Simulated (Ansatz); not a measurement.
```yaml
crystal:
  periodic: [false, false, false]
  atoms:
    - {symbol: O, position_ang: [-0.685416, 1.011880, -0.860070]}
    - {symbol: Al, position_ang: [-1.308795, -0.505504, -0.285596]}
    - {symbol: C, position_ang: [0.236075, -1.069397, 0.693292]}
    - {symbol: Ga, position_ang: [1.249129, 0.600366, 0.208892]}
    - {symbol: H, position_ang: [-1.027678, 1.721359, -1.400912]}
    - {symbol: H, position_ang: [-2.780366, -0.927844, -0.683519]}
    - {symbol: H, position_ang: [0.703368, -1.982481, 0.316484]}
    - {symbol: H, position_ang: [0.076225, -1.181833, 1.768381]}
    - {symbol: H, position_ang: [1.280704, 1.787570, 1.242975]}
    - {symbol: H, position_ang: [2.256745, 0.545874, -0.999938]}
basis:
  gaussian: {orbitals: aug-pcseg-2, final_grid: {core_spheres: 20, valence_spheres: 16, degree: 47}}
total_charge: 1
magnetization: {spin_polarized: true, initial_magnetization: 1}
hamiltonian: {xc: {name: HF}}
correlation: {method: mp2, frozen_orbitals: {O: 0}}
output: {forces: true}
```

```sh
$ ansatz run in.yaml --threads 4 --pin off --events-out ev --progress --plain --max-ram 10444MiB
```

Question: How does Ansatz answer? (Estimate.)

Answer: Computed: The input was rejected before any iteration.
```
Functional definition: HF
Error: "frozen_orbitals" has no count for Al
```
